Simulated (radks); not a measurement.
The numbers below are computed, except where a source is named.
Problem. Neutral antimony, [Kr] 4d10 5s2 5p3. Code: a radial shooting solver on a logarithmic mesh with Libxc functionals. Model: non-relativistic Kohn-Sham, PBE, spin-polarised, spherical densities, point nucleus. Every spin shell is full or empty, so the densities are truly spherical. Functionals are evaluated on that one density, not self-consistently. Rank these orbital-free kinetic functionals by their error against the exact value of the orbitals, and give that value: Thomas-Fermi, TF + vW/9, LC94, APBEK, revAPBEK, Perdew 92, Thakkar, Pearson, PG1, DePristo-Kress, Ernzerhof.

Solution. Exact: 6313.03 hartree. From best to worst, with 100 (|E| - |E exact|)/|E exact| (equal figures are ties): LC94 +0.07, DePristo-Kress -0.09, APBEK +0.13, revAPBEK +0.30, Ernzerhof -0.40, Thakkar -0.57, Perdew 92 -0.66, TF + vW/9 -0.67, Pearson -0.91, Thomas-Fermi -5.26, PG1 +14.96.
